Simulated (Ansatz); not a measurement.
The cluster Cu₃H₄, relaxed as a doublet with UKS PBE-D4/def2-SVP in Ansatz, starting from the GFN1-xTB geometry. Force threshold 0.02 eV/Å.

In the doublet, H4 and H7 lie 0.79 Å apart (atoms count from 1), so H2 has formed as a molecule. The relaxation made no stability test and no search for a lower SCF solution. No other spin state of charge 0 was run. Another isomer (doublet) lies 1.53 eV lower at PBE0-D4/def2-TZVP; other spin states weren't run for this one.

Start:

```xyz
7

Cu   -0.320    1.538    0.363
Cu   -0.468   -0.785    0.193
Cu    1.178    0.436   -0.917
H    -1.374   -3.017    0.827
H    -0.212    3.006    0.510
H     2.272    1.133   -1.625
H    -1.076   -2.312    0.649
```

```json
{"step": "1", "energy (eV)": "-133946.0051", "largest force component (eV/Å)": "0.588", "SCF passes": "68"}
{"step": "2", "energy (eV)": "-133946.0807", "largest force component (eV/Å)": "0.357", "SCF passes": "33"}
{"step": "3", "energy (eV)": "-133946.1410", "largest force component (eV/Å)": "0.195", "SCF passes": "33"}
{"step": "4", "energy (eV)": "-133946.1537", "largest force component (eV/Å)": "0.077", "SCF passes": "32"}
{"step": "5", "energy (eV)": "-133946.1655", "largest force component (eV/Å)": "0.076", "SCF passes": "31"}
{"step": "6 (rejected)", "energy (eV)": "-133946.1397", "largest force component (eV/Å)": "1.012", "SCF passes": "31"}
{"step": "7", "energy (eV)": "-133946.1793", "largest force component (eV/Å)": "0.122", "SCF passes": "32"}
{"step": "8", "energy (eV)": "-133946.1802", "largest force component (eV/Å)": "0.641", "SCF passes": "30"}
{"step": "9", "energy (eV)": "-133946.2054", "largest force component (eV/Å)": "0.282", "SCF passes": "29"}
{"step": "10", "energy (eV)": "-133946.2235", "largest force component (eV/Å)": "0.492", "SCF passes": "31"}
{"step": "11", "energy (eV)": "-133946.2282", "largest force component (eV/Å)": "0.809", "SCF passes": "29"}
{"step": "12", "energy (eV)": "-133946.2528", "largest force component (eV/Å)": "0.098", "SCF passes": "29"}
{"step": "13", "energy (eV)": "-133946.2534", "largest force component (eV/Å)": "0.018", "SCF passes": "27"}
```

Force components are those of the run's own axes.

End:

```xyz
7

Cu   -0.3299    1.4606    0.3920
Cu   -0.4353   -0.9210    0.2606
Cu    1.1935    0.3690   -0.9151
H    -1.4463   -2.5172    0.4204
H    -0.2693    2.9867    0.4786
H     2.2375    1.1904   -1.6738
H    -0.9503   -2.5684    1.0372
```

Bonds formed: Cu2–H4 (atoms count from 1).

No frequencies were taken in this run, so the end may be a saddle point.

Run time 28 s (4 threads of Arm Neoverse V1 on a shared host).
